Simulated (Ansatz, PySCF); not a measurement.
Reaction 2 R1 → P1 + P2, each structure at its B3LYP-D3(BJ)/def2-TZVP stationary point, reached from a drawn start (curvature not checked).
P1: BF3 (SMILES FB(F)F), charge 0, multiplicity 1.
R1, BF2 (SMILES F[B]F) (charge 0, multiplicity 2):
```xyz
3

B     -0.2108    -0.3726     0.0000
F      1.0994    -0.3762     0.0000
F     -0.8887     0.7487     0.0000
```
P2: BF (SMILES [B]F), charge 0, multiplicity 1.

P less R. No zero-point or thermal terms; singlets are restricted closed shells; open shells are unrestricted.

Frozen-core correlation throughout.

Run with Ansatz (an electronic-structure program) with Gaussian orbitals; PySCF for the D3/D4 terms. All values are computed, each at the level named.

| level | reaction energy (kcal/mol) |
|---|---|
| HF/cc-pVDZ | -44.48 |
| revPBE-D4/def2-TZVPP | -47.35 |
| r2SCAN/def2-TZVPP | -44.94 |
| wB97X-V/def2-TZVPP | -57.45 |
| B2PLYP/def2-TZVPP | -54.45 |
| SCS-MP2/cc-pVTZ | -59.90 |
| CCSD/cc-pVDZ | -63.48 |
| CCSD(T)/cc-pVDZ | (withheld) |
| CCSD(T)/cc-pVQZ | (withheld) |

Task: What belongs in the gaps?

Result: 
- CCSD(T)/cc-pVDZ, reaction energy (kcal/mol): -63.69
- CCSD(T)/cc-pVQZ, reaction energy (kcal/mol): -60.66
